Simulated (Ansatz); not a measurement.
H$_{6}$O$_{3}$SSi$_{2}$ (`O[SiH2]S[SiH](O)O`), charge 0, multiplicity 1.

(1) Give a relaxed structure at PBE0-D4/def2-TZVP (the Gaussian-basis code of Ansatz). (Estimate.)

Answers

(1) The calculation gave: 
Z-matrix (Å, degrees):
```
Si
S 1 2.152
O 1 1.635 2 111.9
H 1 1.485 2 107.8 3 122.7
H 1 1.477 2 106.3 3 -117.9
Si 2 2.128 1 95.9 3 -58.1
H 3 0.965 1 115.1 2 46.7
O 6 1.646 2 111.8 1 56.8
O 6 1.633 2 108.3 1 176.2
H 6 1.476 2 111.1 1 -58.6
H 8 0.961 6 116.0 2 74.1
H 9 0.958 6 118.5 2 26.7
```
This is one stationary point; other conformers may exist.
